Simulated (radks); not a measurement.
The silver ion Ag8+ is in [Kr] 4d(3/2: 3, 5/2: 0). Method: Dirac Kohn-Sham, relativistic LDA (MacDonald-Vosko exchange, VWN5 correlation), spin-unpolarised, spherical densities, finite nucleus; Fermi nuclear charge, rms radius of each element as measured or else 0.836 A^(1/3) + 0.57 fm; computed with a radial shooting solver on a logarithmic mesh with Libxc functionals. Sub-shells are occupied by j as written (lower j first in brackets). One electron is removed from 4s1/2, 4p1/2, 4p3/2, 4d3/2 in turn, with full relaxation. Which removal costs least, and what does each cost?

Answer. 4d3/2 145.93 eV; 4p3/2 202.59 eV; 4p1/2 208.80 eV; 4s1/2 243.56 eV. The 4d3/2 electron leaves first.
